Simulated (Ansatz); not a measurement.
Basis sets compared for `C[Si](C)(C)[Si](C)(C)[Si](C)(C)[Si](C)(C)[Si](C)(C)C`. The state is a singlet with charge 0. Geometry PBE-D4/def2-SVP. Ansatz on 2 threads of AMD EPYC 7R13 on a shared host and a share (18 GiB) of an NVIDIA H100 80GB HBM3; times are rough, and most runs start from earlier orbitals.

Cartesian coordinates in Å:
```
C 2.7167 -1.2490 -4.2290
Si 1.0831 -1.3326 -3.2549
C 0.4996 -3.1418 -3.1805
C -0.2268 -0.2914 -4.1599
Si 1.4212 -0.4709 -1.0842
C 1.7170 1.4103 -1.2271
C 2.9718 -1.2836 -0.3177
Si -0.4322 -0.9954 0.2777
C -0.3315 -2.8601 0.6920
C -2.0732 -0.6705 -0.6457
Si -0.3787 0.2090 2.3102
C -1.2627 -0.8260 3.6556
C 1.4299 0.4883 2.8616
Si -1.5053 2.2762 2.1589
C -3.3718 1.9611 1.9694
C -1.2077 3.2464 3.7700
C -0.9061 3.3227 0.6898
H 2.5844 -1.6317 -5.2632
H 3.5055 -1.8564 -3.7393
H 3.0870 -0.2053 -4.2977
H 1.2155 -3.7741 -2.6160
H 0.4011 -3.5682 -4.2012
H -0.4886 -3.2228 -2.6825
H -1.1992 -0.3143 -3.6272
H -0.3923 -0.6715 -5.1903
H 0.0912 0.7688 -4.2370
H 0.8445 1.9223 -1.6806
H 1.8987 1.8686 -0.2334
H 2.6019 1.6158 -1.8655
H 3.8681 -1.0860 -0.9419
H 3.1697 -0.8890 0.7002
H 2.8469 -2.3831 -0.2393
H 0.5984 -3.0913 1.2508
H -1.1916 -3.1699 1.3214
H -0.3380 -3.4785 -0.2291
H -2.1533 -1.3176 -1.5439
H -2.1466 0.3850 -0.9786
H -2.9458 -0.8839 0.0060
H -0.7605 -1.8056 3.7970
H -1.2605 -0.2964 4.6314
H -2.3184 -1.0224 3.3772
H 1.4660 1.0175 3.8366
H 1.9646 -0.4773 2.9782
H 1.9873 1.0977 2.1215
H -3.9318 2.9200 1.9512
H -3.7634 1.3558 2.8129
H -3.5955 1.4178 1.0289
H -1.5632 2.6737 4.6515
H -0.1286 3.4583 3.9169
H -1.7467 4.2174 3.7556
H -1.0808 2.8000 -0.2728
H 0.1786 3.5424 0.7606
H -1.4482 4.2915 0.6555
```

Single mean-field runs in def2-SVP, def2-TZVP are fitted with def2-universal-jkfit.

Binding counts from free atoms (C triplet, Si triplet, H doublet) in the same basis, without a counterpoise term.

```json
{"level": "PBE-D4/def2-SVP", "functions": "438", "energy (Eh)": "-1924.3711", "HOMO (eV)": "-5.12", "LUMO (eV)": "-0.47", "binding per atom (eV)": "4.00", "wall time": "5 s"}
{"level": "PBE0-D4/def2-SVP", "functions": "438", "energy (Eh)": "-1924.6337", "HOMO (eV)": "-6.16", "LUMO (eV)": "0.24", "binding per atom (eV)": "3.97", "wall time": "4.6 s"}
```

Question: Estimate the rows for PBE-D4/def2-TZVP, PBE0-D4/def2-TZVP.

Answer: 
```json
{"level": "PBE-D4/def2-TZVP", "functions": "773", "energy (Eh)": "-1925.4056", "HOMO (eV)": "-5.19", "LUMO (eV)": "-0.77", "binding per atom (eV)": "3.98", "wall time": "6.5 s"}
{"level": "PBE0-D4/def2-TZVP", "functions": "773", "energy (Eh)": "-1925.6451", "HOMO (eV)": "-6.18", "LUMO (eV)": "-0.01", "binding per atom (eV)": "3.95", "wall time": "8.5 s"}
```
